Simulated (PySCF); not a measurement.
HBr, charge +1, doublet, geometry from GFN2-xTB (a state made from the parent by changing its charge; the spin is typed, not shown lowest). Base run: PBE0/cc-pVTZ run with PySCF.

PySCF was given this input:
```python
from pyscf import gto, scf, dft

mol = gto.M(
    atom='''
Br   -0.00000000   -0.00000000   -0.04027692
H     0.00000000    0.00000000    1.40969227
''',
    basis='cc-pvtz',
    charge=1,
    spin=1,
    verbose=4,
)

mf = dft.UKS(mol)
mf.xc = 'pbe0'
mf.kernel()
```

Variants of this job, named by their change:

| change | basis functions | E (Eh) | HOMO (eV) |
|---|---|---|---|
| base | 57 | -2574.07473 | -17.59 |
| basis = x2c-SVPall; relativity = none | 37 | -2559.35480 | -17.73 |
| basis = ANO-RCC-VDZP; relativity = none | 32 | -2552.16648 | -17.66 |
| basis = cc-pVTZ-DK; relativity = none | 57 | -2552.57228 | -17.64 |
| basis = cc-pVTZ-DK; relativity = spin-free X2C; nucleus = Gaussian (with nucmod='G') | 57 | -2606.13872 | -17.57 |
| basis = x2c-SVPall; relativity = spin-free X2C; nucleus = Gaussian (with nucmod='G') | 37 | -2605.67652 | -17.57 |
| basis = cc-pVTZ-DK; relativity = spin-free X2C | 57 | -2606.15968 | -17.57 |
| basis = ANO-RCC-VDZP; relativity = spin-free X2C; nucleus = Gaussian (with nucmod='G') | 32 | -2606.13814 | -17.52 |
| basis = ANO-RCC-VDZP; relativity = spin-free X2C | 32 | -2606.15955 | -17.52 |
| basis = x2c-SVPall; relativity = spin-free X2C | 37 | -2605.69261 | -17.57 |

Total energies compare only within one method and basis.

Open shells are given as the SCF converged; they aren't shown to be the lowest states, and a large step between rows can be another state.

Basis sets contracted for a relativistic Hamiltonian are a mismatch without it, so the rows without relativity aren't non-relativistic limits. No row has spin-orbit coupling; sets with core potentials leave out the core electrons.
